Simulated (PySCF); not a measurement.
## Which element holds H most strongly?

CCSD(T) extrapolated to the basis-set limit (PySCF; BH CCSD(T)/CBS(TQ)+CV+SR, GaH CCSD(T)/CBS(DT), PH CCSD(T)/CBS(TQ)+CV+SR, SiH CCSD(T)/CBS(TQ)+CV+SR, TaH CCSD(T)/CBS(TQ)+CV, ZnH CCSD(T)/CBS(TQ)+CV, ZrH CCSD(T)/CBS(TQ)+CV; CV core-valence, SR scalar-relativistic term); no spin–orbit coupling. D0 is De less the harmonic zero-point energy.

| M | state (unpaired electrons) | Re (Å) | ωe (cm⁻¹) | D0(MH) (eV) |
| --- | --- | --- | --- | --- |
| Ta | quintet (σ ↑, π ↑↑, δ ↑) | 1.770 | 1762 | 2.26 |
| Zn | doublet (σ ↑) | 1.582 | 1601 | 0.84 |
| Ga | singlet (closed shell) | 1.659 | 1601 | 2.90 |
| P | triplet (π ↑↑) | 1.422 | 2373 | 3.04 |
| B | singlet (closed shell) | 1.230 | 2371 | 3.54 |
| Si | doublet (π ↑) | 1.520 | 2050 | 3.07 |
| Zr | quartet (σ ↑, π ↑, δ ↑) | 1.870 | 1571 | 2.32 |

Problem. Order the elements by D0 and give the energy of TaH + P → PH + Ta.

Solution. B > Si > P > Ga > Zr > Ta > Zn; ΔE = 2.26 − 3.04 = -0.78 eV at composite CCSD(T). Close neighbours can swap at other levels.

Correlated steps freeze the inner cores (1 to 5 orbitals); shallow outer-core shells are correlated. These are scalar-relativistic numbers at best; spin–orbit coupling would shift them, the dissociation energy most. Where the molecule has an RHF reference, its open-shell atoms are computed with UHF. The CCSD T1 diagnostic is raised in TaH, ZrH, a sign that a single reference may not be enough there. States were picked by a PBE0 search and need not be the measured ground states. The state is the lowest single determinant that the PBE0 search found; with open d or f shells the true ground state can be another one.
